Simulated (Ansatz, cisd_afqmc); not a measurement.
System: SiH₂S, charge 0, singlet. A triplet may lie lower; no result for it is given here. SiH2S (SMILES S[SiH]).
B3LYP-D3(BJ)/def2-TZVP minimum from Ansatz (a quantum-chemistry and plane-wave program):
```xyz
4

Si     0.1890    -0.8242     0.7624
H      0.7404    -1.7016    -0.3526
S     -0.1689     0.7256    -0.6572
H     -0.6841     1.6322     0.1945
```

Total energies in cc-pV(D+d)Z, 12 correlated electrons, 10 frozen orbitals. Radicals and triplets start from unrestricted determinants; spin-orbit coupling is neglected. Cores are frozen in correlated methods. No relativity. The Monte Carlo rows (phaseless AFQMC, CISD trial, step 0.005/hartree) carry one-sigma bars that omit the constraint's bias. Outlying blocks are dropped, and bars are widened where a walk drifts. Over all cases where full CI ran beside it in this data, AFQMC minus full CI had a median of +0.1 mEh and passed +0.4 mEh in a tenth of the cases. The restricted determinant of H2SSi ([SiH]S, singlet) is unstable towards broken spin symmetry in at least one set run.

```tsv
method	program	energy (Eh)	minus CCSDTQ (mEh)
HF	Ansatz	-687.61867	268.26
MP2	Ansatz	-687.83932	47.61
CCSD	Ansatz	-687.87664	10.29
CCSD(T)	Ansatz	-687.88516	1.78
CCSDT(Q)	Ansatz	-687.88695	-0.01
CCSDTQ	Ansatz	-687.88693	0.00
AFQMC/CISD	cisd_afqmc	-687.8872 ± 0.0004	-0.2 ± 0.4
```
